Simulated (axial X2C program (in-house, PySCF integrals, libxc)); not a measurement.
**Outer orbitals of SnPt at 2.383 Å, PBE0**

All values were computed with an in-house all-electron X2C program for linear molecules (integrals from PySCF). Spin-free means the one-electron spin-free X2C Hamiltonian; two-component (2c) means X2C with spin–orbit coupling and atomic mean-field two-electron Coulomb and Gaunt terms, so the difference of the two also holds small scalar two-electron terms. Basis: Pt dyall-v2z [11s12p9d5f], Sn dyall-v2z [9s9p7d] (cores contracted in-house); Gaussian nuclei, density fitting, unrestricted open shells. Masses: Pt 194.965 u, Sn 119.902 u.

The distance is close to the 2c PBE0 minimum; the highest filled and lowest empty levels are listed.

Spin-free orbitals, state M_S = 0, Λ = 0 (closed shell) (Löwdin shares):

| symmetry | occupied | ε (eV) | atomic character |
| --- | --- | --- | --- |
| δ+α | yes | -28.96 | 100% Sn d |
| δ-α | yes | -28.96 | 100% Sn d |
| π+α | yes | -28.71 | 100% Sn d |
| π-α | yes | -28.71 | 100% Sn d |
| σα | yes | -28.71 | 99% Sn d |
| σα | yes | -12.59 | 68% Sn s, 11% Pt d, 11% Pt s |
| σα | yes | -7.30 | 59% Pt d, 27% Sn p, 9% Sn s |
| π-α | yes | -6.93 | 82% Pt d, 15% Sn p |
| π+α | yes | -6.93 | 82% Pt d, 15% Sn p |
| δ-α | yes | -5.96 | 100% Pt d |
| δ+α | yes | -5.96 | 100% Pt d |
| σα | yes | -5.60 | 44% Pt s, 31% Sn p, 24% Pt d |
| π-α | no | -2.68 | 71% Sn p, 16% Pt d, 12% Pt p |
| π+α | no | -2.68 | 71% Sn p, 16% Pt d, 12% Pt p |
| σα | no | -1.28 | 44% Pt p, 24% Pt s, 24% Sn p |
| π+α | no | 0.87 | 83% Pt p, 10% Sn p, 6% Sn d |
| π-α | no | 0.87 | 83% Pt p, 10% Sn p, 6% Sn d |

One partner of each degenerate Kramers or spin pair is listed.

Spinors with spin–orbit coupling (state Ω = 0):

| ω | occupied | ε (eV) | atomic character | λ mixture |
| --- | --- | --- | --- | --- |
| 3/2 | yes | -29.48 | 100% Sn d | 86% δ, 14% π |
| 1/2 | yes | -29.28 | 100% Sn d | 60% π, 40% σ |
| 5/2 | yes | -28.51 | 100% Sn d | 100% δ |
| 3/2 | yes | -28.31 | 100% Sn d | 86% π, 14% δ |
| 1/2 | yes | -28.28 | 99% Sn d | 60% σ, 40% π |
| 1/2 | yes | -12.60 | 68% Sn s, 12% Pt d, 11% Pt s | 100% σ |
| 1/2 | yes | -7.90 | 81% Pt d, 11% Sn p, 6% Sn s | 52% σ, 48% π |
| 3/2 | yes | -7.30 | 93% Pt d, 6% Sn p | 57% π, 43% δ |
| 1/2 | yes | -6.93 | 56% Pt d, 33% Sn p, 4% Sn s | 51% σ, 49% π |
| 3/2 | yes | -6.18 | 88% Pt d, 11% Sn p | 56% δ, 44% π |
| 1/2 | yes | -5.60 | 42% Pt s, 29% Sn p, 27% Pt d | 95% σ, 5% π |
| 5/2 | yes | -5.59 | 100% Pt d | 100% δ |
| 1/2 | no | -2.83 | 70% Sn p, 16% Pt d, 12% Pt p | 98% π, 2% σ |
| 3/2 | no | -2.49 | 69% Sn p, 17% Pt d, 12% Pt p | 99% π, 1% δ |
| 1/2 | no | -1.34 | 45% Pt p, 24% Sn p, 23% Pt s | 98% σ, 2% π |
| 1/2 | no | 0.73 | 82% Pt p, 11% Sn p, 6% Sn d | 98% π, 2% σ |

One partner of each degenerate Kramers or spin pair is listed.

(1) How does the gap between the highest filled and lowest empty level change from the spin-free to the 2c table?

Mulliken charges and populations of the two-component result (they depend on the basis, above all on diffuse functions):

Pt -0.45 e (s 11.25 p 24.10 d 29.09 f 14.01), Sn 0.45 e (s 9.83 p 19.69 d 20.03).

The state is one determinant whose occupation by symmetry is held fixed; it was picked as the lowest of a PBE0 search that is not exhaustive.

Results:

(1) From 2.92 to 2.76 eV at PBE0, a change of -0.16 eV.
